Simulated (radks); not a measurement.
Values are calculated unless marked as measured or tabulated.
Valence configurations of the boron ion B+ (all share [He]). Code: a radial shooting solver on a logarithmic mesh with Libxc functionals. Model: Dirac Kohn-Sham, PBE, spin-unpolarised, spherical densities, finite nucleus; open shells fill j = l - 1/2 first; Fermi nuclear charge, rms radius 2.406 fm. Order these by energy: 2s2; 2p2; 2s1.5 2p0.5; 2s1 2p1; 2s0.5 2p1.5.

Answer. From the lowest, in eV above it: 2s2 0.000; 2s1.5 2p0.5 3.070; 2s1 2p1 6.138; 2s0.5 2p1.5 9.202; 2p2 12.262. NIST lists [He] 2s2 as the ground configuration; this level of theory agrees among the configurations tried. The energies are those of spherical spin-averaged densities, not of single terms.
